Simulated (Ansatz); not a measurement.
The same path of CH₆SSi₂ (10 atoms, charge 0, multiplicity 1) was run 3 times with different band settings. The coordinate that changes most is the dihedral H5–Si1–Si2–S4.

Theory: RHF/def2-SVP in Ansatz 0.2.0.

Relaxed end points:

```xyz
10
Properties=species:S:1:pos:R:3
Si -1.402 0.791 -0.849
Si -0.101 -0.723 0.398
C 1.655 -0.292 0.804
S 1.580 -1.560 -0.569
H -0.488 1.709 -1.568
H -2.286 1.573 0.050
H -2.240 0.051 -1.821
H -0.824 -1.575 1.361
H 2.108 -0.678 1.711
H 2.081 0.654 0.487
```

```xyz
10
Properties=species:S:1:pos:R:3
Si -1.384 0.769 -0.899
Si 0.039 -0.827 0.086
C 1.484 -0.258 1.095
S 2.042 -0.868 -0.583
H -1.784 0.318 -2.252
H -0.654 2.054 -0.991
H -2.603 0.948 -0.072
H -0.578 -2.114 0.460
H 1.847 -0.874 1.912
H 1.672 0.800 1.247
```

Common settings: optimiser quadratic models (default); start path through a guess of the saddle point; force threshold 0.03 eV/Å; iteration limit 60; end points relaxed.

| run | movable images | climbing image | spring |
| --- | --- | --- | --- |
| 1 | 7 | yes | 5.0 eV/Å² |
| 2 | 4 | no | 5.0 eV/Å² |
| 3 | 7 | yes | 50.0 eV/Å² |

(1) What does each run give, and how far can it be trusted?

Answers

(1) Run 1: converged after 6 iterations, highest image 0.042 eV above the first end. A vibrational analysis at the climbing image gives one clearly imaginary mode, 97i cm⁻¹: a first-order saddle point.
Run 2: converged after 6 iterations, highest image 0.039 eV above the first end. No image climbed, so the highest image needn't sit at the top of the path.
Run 3: converged after 6 iterations, highest image 0.042 eV above the first end. Another band between the same ends (7 images) ends at a top of the same energy, where a vibrational analysis finds 1 clearly imaginary mode.
